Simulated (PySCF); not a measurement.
# Rb (rubidium, neutral) across methods

[Kr] 4d1, 2D determinant (an excited configuration). Computed with PySCF 2.14 in def2-QZVPPD with the def2 core potential (28 electrons), with scalar relativity through the core potential.

| method | E (hartree) | mean ε 4p α (eV) | mean ε 4p β (eV) | mean ε 4d α (eV) | Σ⟨r²⟩ (bohr²) | ⟨S²⟩ |
| --- | --- | --- | --- | --- | --- | --- |
| BP86 | -24.0436 | -17.673 | -17.640 | -1.064 | 98.86 | 0.750 |
| LDA | -23.9039 | -17.551 | -17.511 | -0.904 | 100.5 | 0.750 |
| r2SCAN0 | -23.9991 | -19.849 | -19.817 | -1.096 | 107.8 | 0.750 |
| UHF | -23.72089 | -24.108 | -24.089 | -1.582 | 131.4 | 0.750 |
| M06-2X | -23.9391 | -20.904 | -20.896 | -1.323 | 109.0 | 0.750 |
| PBE0 | -24.0010 | -19.455 | -19.416 | -1.198 | 104.7 | 0.750 |
| r2SCAN | -24.0154 | -18.299 | -18.270 | -0.893 | 105.6 | 0.750 |

**Question.** Estimate the same row for PBE.

**Answer.** E (hartree) = -24.0027; mean ε 4p α (eV) = -17.628; mean ε 4p β (eV) = -17.588; mean ε 4d α (eV) = -0.982; Σ⟨r²⟩ (bohr²) = 100.3; ⟨S²⟩ = 0.750.

Energies and moments cover only the electrons outside the core potential.
